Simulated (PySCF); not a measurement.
C9H9FO.
Atom-mapped SMILES: `[CH3:1][C:2](=[O:3])[c:4]1[cH:5][cH:6][cH:7][c:8]([CH2:9][F:10])[cH:11]1`

Structure used (GFN2-xTB), in Å, numbered top down from 1:
```
atom  x, y, z in Å
C1     3.2519    0.0687   -0.5073
C2     1.9887    0.8778   -0.3523
O3     1.9977    2.0867   -0.4143
C4     0.7250    0.1270   -0.1195
C5     0.6562   -1.2638   -0.0399
C6    -0.5606   -1.8813    0.1794
C7    -1.7180   -1.1329    0.3221
C8    -1.6641    0.2520    0.2454
C9    -2.8992    1.0964    0.3954
F10   -4.0203    0.3365    0.6088
C11   -0.4439    0.8712    0.0253
H12    3.1614   -0.6077   -1.3542
H13    3.4332   -0.5178    0.3905
H14    4.0897    0.7414   -0.6723
H15    1.5429   -1.8682   -0.1477
H16   -0.6141   -2.9581    0.2412
H17   -2.6652   -1.6215    0.4934
H18   -3.0843    1.6838   -0.5120
H19   -2.8088    1.7728    1.2538
H20   -0.3736    1.9475   -0.0389
```

Probes without a nucleus sit at each ring's centroid and 1 Å off its mean plane on both sides; NICS is minus the shielding there, NICSzz its component along the normal. Level: GIAO PBE0/pcSseg-1 (PySCF, non-relativistic, gas phase) on the GFN2-xTB geometry, one conformer.

Ring bond lengths (Å), with Mayer bond orders in brackets: C4–C5 1.395 (1.36), C5–C6 1.382 (1.46), C6–C7 1.386 (1.43), C7–C8 1.388 (1.40), C8–C11 1.386 (1.37), C11–C4 1.393 (1.40).

Task: What do the NICS probes read (ppm)?

Result: 
```
              ring                                              type  NICS(0)  NICS(1), two faces  NICS(1)zz, two faces  rms pucker (Å)  centre to ring atoms, mean (Å)
C4–C5–C6–C7–C8–C11  6-membered carbocycle; formal bonds all aromatic     -8.3       -11.2 / -11.2         -27.4 / -27.4            0.00                            1.39
```

Task: What do they say, and how far can they be read as aromaticity?

Result: 
- C4–C5–C6–C7–C8–C11: mean NICS(1)zz -27.4 ppm, shielded. For a flat ring without four-coordinate atoms the NICS criterion counts such a value as aromatic.

Task: And the bond-length index? Use HOMA with the parameters of Krygowski (1993).

Result: 
- C4–C5–C6–C7–C8–C11: HOMA 0.99 = 1 − EN − GEO, with mean bond length 1.388 Å, EN = α(Ropt − mean)² = 0.000 and GEO = α × variance = 0.005. The geometric and the magnetic index point the same way.

Task: What is the mean of the two in-plane components of NICS at the first NICS(1) probe listed for ring C4–C5–C6–C7–C8–C11, 1 Å off the ring?

Result: The isotropic value is a third of the trace: (3 × -11.2 − (-27.4))/2 = -3.1 ppm.

Task: List the ring angles and the Hirshfeld charges of the ring atoms.

Result: 
- C4–C5–C6–C7–C8–C11: C4 119.0° (-0.020 e), C5 119.9° (-0.044 e), C6 120.7° (-0.045 e), C7 120.0° (-0.043 e), C8 119.3° (-0.002 e), C11 121.1° (-0.041 e); sum 720.0° against 720° for a flat convex ring.
